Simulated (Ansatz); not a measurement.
All numbers were calculated with Ansatz.

A structure relaxed at PBE0-D4/def2-TZVP, charge 0, multiplicity 1:

| atom | x (Å) | y (Å) | z (Å) |
| --- | --- | --- | --- |
| C1 | -0.1605 | 0.9776 | 2.2192 |
| C2 | -1.1861 | 0.6856 | 1.4239 |
| Si3 | -0.9845 | 0.0232 | -0.3029 |
| N4 | 0.6153 | -0.5726 | -0.4869 |
| C5 | 1.2708 | -0.7388 | -1.7666 |
| H6 | 0.8660 | 0.8554 | 1.8846 |
| H7 | -0.2983 | 1.3523 | 3.2299 |
| H8 | -2.1944 | 0.8297 | 1.8108 |
| H9 | -1.1615 | 1.0751 | -1.3432 |
| H10 | -2.0751 | -0.9788 | -0.5236 |
| H11 | 0.9516 | -1.2117 | 0.2172 |
| H12 | 1.0553 | -1.6996 | -2.2525 |
| H13 | 2.3563 | -0.6492 | -1.6636 |
| H14 | 0.9450 | 0.0518 | -2.4464 |

Q: Give its formula and SMILES.

A: C3H9NSi, `C=C[SiH2]NC`.

Q: Point group (tolerance 0.08 Å, 0.16 Å for H)?

A: C1.

Q: Summarise the bond lengths by kind.

A: 1 × C–C 1.330 Å; 6 × C–H 1.087 to 1.098 Å; 1 × C–Si 1.860 Å; 1 × N–Si 1.717 Å; 2 × H–Si 1.490 to 1.497 Å; 1 × C–N 1.447 Å; 1 × H–N 1.009 Å.
